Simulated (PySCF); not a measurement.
## Rubidium: highly charged ions in a basis for the neutral atom

Rb⁶⁺ [Ar] 3d10 4s2 4p1, Rb⁷⁺ [Ar] 3d10 4s2. All numbers are calculated (PySCF 2.14, a scalar-relativistic core potential, in def2-SVP with the def2 core potential (28 electrons) (5s3p2d, 24 functions)). No spin-orbit coupling, so a gap to NIST mixes the basis error with missing relativistic terms.

Changed run: basis of the neutral atom used for a highly charged ion. This setting is unsound on purpose.

```tsv
species	method	sound run (hartree)	changed run (hartree)	converged
Rb⁶⁺	UHF	not run	-13.82599	yes
Rb⁶⁺	M06-2X	not run	-13.91860	yes
Rb⁶⁺	BP86	not run	-13.95732	yes
Rb⁷⁺	UHF	not run	-10.27230	yes
Rb⁷⁺	M06-2X	not run	-10.35524	yes
Rb⁷⁺	BP86	not run	-10.37237	yes
```

Ionisation energy of Rb⁶⁺:

| method | changed run (eV) | NIST (eV) |
| --- | --- | --- |
| UHF | 96.701 | 98.67 ± 0.04 |
| M06-2X | 96.964 | 98.67 ± 0.04 |
| BP86 | 97.551 | 98.67 ± 0.04 |

The contracted functions were made for the neutral atom and can be too rigid for a highly charged ion.
